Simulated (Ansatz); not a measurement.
`ClC1=CO[SiH2]1`, 8 atoms. Charge 0, multiplicity 1. All runs use 2 threads of an Arm Neoverse V1 on a shared host. Correlated methods freeze the cores.

Task: Give the basis size and wall time and peak host memory of each of these runs in Ansatz. RHF-CCSD(T)/def2-TZVPP energy; RKS ωB97M-V/def2-QZVPP energy; RKS B97M-V/def2-TZVPP energy; RKS PBE0-D4/def2-TZVP frequencies; RKS PBE0-D4/def2-TZVPP energy; RKS PBE0-D4/def2-QZVPP energy; RKS PBE0-D4/def2-SVP energy; direct RPA on PBE orbitals/def2-TZVPP energy; RHF-CCSD(T)/def2-SVP energy; RKS r2SCAN-D4/def2-TZVPP energy and forces; RHF-MP2/def2-QZVPP energy; RKS PBE0-D4/def2-TZVP relaxation (7 steps). (An estimate is asked.)

Result: Ansatz gave: Other jobs shared the machine, so times are rough.

```json
{"level": "RKS PBE0-D4/def2-SVP", "job": "energy", "functions": "93", "wall time": "1.7 s", "peak host memory (GiB)": "0.46"}
{"level": "RKS PBE0-D4/def2-TZVPP", "job": "energy", "functions": "219", "wall time": "5.5 s", "peak host memory (GiB)": "0.51"}
{"level": "RHF-CCSD(T)/def2-SVP", "job": "energy", "functions": "93", "wall time": "5.5 s", "peak host memory (GiB)": "0.46"}
{"level": "RKS r2SCAN-D4/def2-TZVPP", "job": "energy and forces", "functions": "219", "wall time": "8 s", "peak host memory (GiB)": "0.29"}
{"level": "direct RPA on PBE orbitals/def2-TZVPP", "job": "energy", "functions": "219", "wall time": "8 s", "peak host memory (GiB)": "0.46"}
{"level": "RKS B97M-V/def2-TZVPP", "job": "energy", "functions": "219", "wall time": "13 s", "peak host memory (GiB)": "0.34"}
{"level": "RKS PBE0-D4/def2-QZVPP", "job": "energy", "functions": "401", "wall time": "15 s", "peak host memory (GiB)": "1.2"}
{"level": "RHF-MP2/def2-QZVPP", "job": "energy", "functions": "401", "wall time": "30 s", "peak host memory (GiB)": "2"}
{"level": "RKS ωB97M-V/def2-QZVPP", "job": "energy", "functions": "401", "wall time": "34 s", "peak host memory (GiB)": "1.4"}
{"level": "RKS PBE0-D4/def2-TZVP", "job": "relaxation (7 steps)", "functions": "185", "wall time": "47 s", "peak host memory (GiB)": "0.45"}
{"level": "RHF-CCSD(T)/def2-TZVPP", "job": "energy", "functions": "219", "wall time": "2.5 min", "peak host memory (GiB)": "3.2"}
{"level": "RKS PBE0-D4/def2-TZVP", "job": "frequencies", "functions": "185", "wall time": "3.1 min", "peak host memory (GiB)": "0.47"}
```
